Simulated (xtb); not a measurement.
cyanomethylboronic acid (C2H4BNO2), SMILES N#CCB(O)O. All values are semi-empirical tight-binding results from xtb (GFN2-xTB unless named), good for trends rather than for accurate numbers. Geometry optimised at GFN2-xTB. The values are those of a single conformer.

Computed properties:
```yaml
point_group_as_xtb_finds_it: Cs
orbital_gap: 6.07 eV
dipole_moment: 3.00 D
zero_point_energy: 42.4 kcal/mol
G − E(el) at 298.15 K (modified RRHO): 23.3 kcal/mol
static polarisability (D4 model): 50.1 bohr³
solvation energy, GFN2-xTB/ALPB(water): -12.1 kcal/mol
solvation energy, GFN2-xTB/ALPB(toluene): -6.0 kcal/mol
```

Problem. Give the IR lines (harmonic; lines under 4 % of the strongest left out, lines within 3 cm⁻¹ merged). (An estimate is asked for; the answer gives what the named calculation found.)

Solution. ν (cm⁻¹): 392 (w), 531 (w), 590 (w), 628 (s), 804 (m), 952 (m), 963 (s), 1234 (vs), 1331 (vs), 1406 (w), 2402 (s), 3611 (w) (against the strongest line: vs over 80 %, s over 45 %, m over 15 %, w over 4 %, vw less)
